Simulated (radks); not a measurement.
The numbers below are computed, except where a source is named.
Valence configurations of Os III (all share [Xe]). Level of theory: Dirac Kohn-Sham, PBEsol, spin-unpolarised, spherical densities, finite nucleus; open shells are shared between the two j in proportion to 2j + 1; Fermi nuclear charge, rms radius 5.4126 fm (a radial shooting solver on a logarithmic mesh with Libxc functionals). Energies are relative to 4f14 5d6; eigenvalues in eV.

valence,E (eV),e(4f5/2),e(4f7/2),e(5d3/2),e(5d5/2),e(6p1/2)
4f14 5d6,0.000,-70.576,-67.769,-23.644,-22.495,-
4f13.5 5d6.5,24.104,-75.746,-72.887,-24.423,-23.211,-
4f14 5d5.5 6p0.5,4.845,-73.032,-70.225,-25.477,-24.282,-15.526
4f13 5d5.5 6s1 6p0.5,60.514,-87.270,-84.357,-29.657,-28.260,-16.801
4f13 5d6 6p1,61.933,-86.149,-83.237,-29.038,-27.669,-16.706
4f12 5d8,110.00,-91.870,-88.854,-26.716,-25.313,-
4f14 5d5 6p1,10.159,-75.530,-72.722,-27.315,-26.074,-16.435
4f11.5 5d6.5 6p2,172.65,-108.32,-105.24,-35.643,-33.982,-18.835
4f13 5d6 6s1,54.251,-84.635,-81.723,-27.705,-26.355,-
4f14 5d5 6s1,2.680,-74.024,-71.216,-26.012,-24.792,-

NIST lists [Xe] 4f14 5d6 as the ground configuration; this level of theory agrees among the configurations tried. The energies are those of spherical spin-averaged densities, not of single terms.
